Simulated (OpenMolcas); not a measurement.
A ladder of methods for GeH2O2 (SMILES [OH][Ge][OH])

GeH2O2: 5 atoms, total charge 0, spin state singlet. As SMILES, `[OH][Ge][OH]`. The coordinates come from a PBE0-D4/def2-TZVP relaxation. This is one conformer, not always the lowest.

```xyz
5

O    -1.3410   -0.0995   -0.3774
Ge   -0.3164   -0.8958    0.8553
O     1.2819   -0.1423    0.5702
H    -0.9409    0.5508   -0.9615
H     1.3664    0.5132   -0.1279
```

Each level gives the vertical energy of the triplet above the singlet (eV). The values are calculated.

```tsv
level	kind	program	value (eV)	CPU time (all runs)
HF/def2-SVPD	Hartree–Fock	OpenMolcas	2.77	26 s
BLYP/def2-SVPD	GGA	OpenMolcas	4.02	76 s
PBE/def2-SVPD	GGA	OpenMolcas	3.83	72 s
revPBE/def2-SVPD	GGA	OpenMolcas	3.76	83 s
M06-L/def2-SVPD	meta-GGA	OpenMolcas	4.03	1.7 min
r2SCAN/def2-SVPD	meta-GGA	OpenMolcas	3.60	99 s
B3LYP/def2-SVPD	global hybrid	OpenMolcas	3.91	78 s
BHLYP/def2-SVPD	global hybrid	OpenMolcas	3.72	74 s
```

All-electron rows without a relativistic Hamiltonian named are non-relativistic. The values span 2.77 to 4.03 eV. CPU times are rough (shared hosts, several kinds of processor): they show what a rung costs within a factor of a few.
